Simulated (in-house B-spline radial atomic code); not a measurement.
Computed with a B-spline radial atomic code. Model: two electrons, singlet ground state, non-relativistic, full CI in B-splines with partial waves to l = 8 (at full coupling up to 3e-4 hartree above the limit, correlation up to 0.6 % small), density held at that of full coupling by Lieb maximisation.

W(λ) is the mean repulsion in the state of coupling λ less the Hartree energy of the fixed density. Its start is exact exchange, its initial slope is twice the second-order Görling-Levy correlation energy, and its area from 0 to 1 is E_xc. A straight curve means weak, dynamic correlation, and a curve that drops fast and flattens means strong correlation.

Command:
```bash
python run_ac.py task.json out
```
Settings (lengths in bohr, energies in hartree):
```
potential              coulomb
strength               1
lmax                   8
wall_radius            1.4
```

Cost of the run: 1.3 s on 1 thread of Intel(R) Xeon(R) Processor @ 2.30GHz, with other jobs on the host.

**W = mean repulsion less Hartree energy, and W of three functionals.**

Given: confinement point charge; nuclear charge 1; hard wall radius 1.4 bohr; external potential -Z/r.

Computed: PBE exchange minus exact 61.426 millihartree; SCAN exchange minus exact -1.4942 millihartree.

```csv
coupling,W xc (hartree),W xc minus exchange (millihartree),kinetic minus Kohn-Sham (millihartree),LDA (PW92) W minus its exchange (millihartree),PBE W minus its exchange (millihartree),SCAN W minus its exchange (millihartree)
0,-1.3638,0,0,0,0,0
0.02,?,?,?,?,?,?
0.05,-1.3689,-5.053,0.1,-26.44,-7.79,-4.79
0.12,-1.3758,-11.975,0.7,-51.26,-18.3,-11.25
0.25,-1.3882,-24.376,3,-86.58,-36.6,-22.73
0.4,-1.4018,-37.988,7.4,-118.98,-55.96,-35.26
0.6,-1.4189,-55.055,15.9,-154.53,-79.37,-50.97
0.8,?,?,?,?,?,?
1,-1.4497,-85.868,40.4,-210.71,-119.87,-79.52
1.4,-1.4767,-112.85,72.7,-255.03,-154.15,-104.9
2,-1.5113,-147.47,131.2,-308.17,-197.3,-138.21
3,-1.5571,-193.3,244.8,-375.18,-254.17,-184.03
4.5,-1.6072,-243.32,430.1,-447.04,-317.44,-236.75
7,-1.662,-298.18,740.1,-527.33,-390.16,-298.03
10,-1.7036,-339.81,1089.4,-591.03,-448.97,-346.41
```

What belongs in the row 0.02?

W xc (hartree): -1.3659; W xc minus exchange (millihartree): -2.033; kinetic minus Kohn-Sham (millihartree): 0; LDA (PW92) W minus its exchange (millihartree): -12.77; PBE W minus its exchange (millihartree): -3.14; SCAN W minus its exchange (millihartree): -1.94.

What belongs in the row 0.8?

W xc (hartree): -1.4348; W xc minus exchange (millihartree): -70.983; kinetic minus Kohn-Sham (millihartree): 27.1; LDA (PW92) W minus its exchange (millihartree): -184.54; PBE W minus its exchange (millihartree): -100.54; SCAN W minus its exchange (millihartree): -65.69.

What is the LDA exchange minus exact?

193.12 millihartree.

**Energy parts, natural occupations and partial-wave weights.**

Computed: total energy 2.6355 hartree; exchange energy -1.3638 hartree; correlation energy -0.045429 hartree; kinetic part of the DFT correlation energy 0.04044 hartree; Hartree energy 2.7277 hartree; Kohn-Sham kinetic 5.1995 hartree; Lieb Oxford ratio E_xc over LDA exchange 1.2038.

```tsv
natural	occupation of the shell (electrons)
s	1.9898
p	0.0091018
s	?
d	0.00038671
p	6.9048e-05
f	5.0385e-05
```

What belongs in the row s?

occupation of the shell (electrons): 0.00050713.

| wave | weight |
| --- | --- |
| s | 0.99518 |
| p | 0.0045872 |
| d | 0.0002011 |
| f | ? |
| g | 6.2735e-06 |

What belongs in the row f?

weight: 2.7303e-05.

What is the initial slope twice GL2?

-0.102 hartree.

What is the kinetic part over minus potential part?

0.47095.

Half-way to full coupling W has made 54 % of its drop, against 50 % for a straight line, and second-order (GL2) theory, half the initial slope, overshoots the correlation energy by about 12 %: a moderate bend, as in light atoms. Over couplings 0 to 1 the errors in E_xc come to about +110 millihartree for LDA, +42 millihartree for PBE, +1.8 millihartree for SCAN, so SCAN is nearest. In LDA and PBE and SCAN the errors of exchange and correlation have opposite signs, so the sum is smaller than the larger of the two.
